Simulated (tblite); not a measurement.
Compound: C₄H₁₀AlO (charge -1).
Geometry (GFN2-xTB, Å), atoms numbered from 1 in this order:
```xyz
16
C4H10AlO angstrom
C      2.7760   -0.8293    0.2257
C      1.5330   -0.8912   -0.2388
Al     0.0226    0.1277    0.7133
C      0.1616    2.1377    0.3019
O     -1.4763   -0.5113    0.2428
C     -2.6962   -1.0160   -0.1164
H      3.6326   -1.3713   -0.1864
H      3.0123   -0.2057    1.0788
H      1.4125   -1.5594   -1.1056
H      0.1696   -0.0783    2.2972
H     -0.0738    2.4446   -0.7268
H     -0.4930    2.7445    0.9430
H      1.1755    2.5107    0.4920
H     -3.5027   -0.2879    0.0653
H     -2.7240   -1.2801   -1.1852
H     -2.9373   -1.9259    0.4554
```

Level: GFN2-xTB in tblite, geometry and Hessian alike; calculated harmonic values, unscaled, isolated species. Errors from tens to a few hundred cm⁻¹ against measured bands are possible. Modes of hydrogen on aluminium can be 10 to 20 % off. One conformer, not necessarily the lowest. The optimisation stopped once no atom felt more than 0.01 eV/Å.

Lowest wavenumbers of the output (negative numbers stand for imaginary wavenumbers):
```
mode    cm-1
  1     -38.1
  2      38.3
  3      53.0
  4      69.6
  5     101.7
  6     124.3
  7     159.3
  8     193.9
```

Is this structure a minimum?

Not by this Hessian. 1 mode is imaginary beyond 20i (38i cm⁻¹), so at this level the point lies at or near a first-order saddle. The curvature is small, so loose convergence or finite differences may be the whole cause.

Which atoms move in the imaginary mode?

38i: H14 (methyl hydrogen) 33 %, H16 (methyl hydrogen) 33 %, H15 (methyl hydrogen) 32 %. These are shares of the mass-weighted motion.

What is the remedy?

Step along that mode in both directions, optimise again with tighter thresholds and repeat the frequencies. The zero-point energy of this point (74.6 kcal/mol) counts the 41 real modes alone, and thermal corrections from it aren't those of a minimum.

Hardware: Arm Neoverse N1, one thread, no GPU, shared host. The figure is for the frequency step alone.
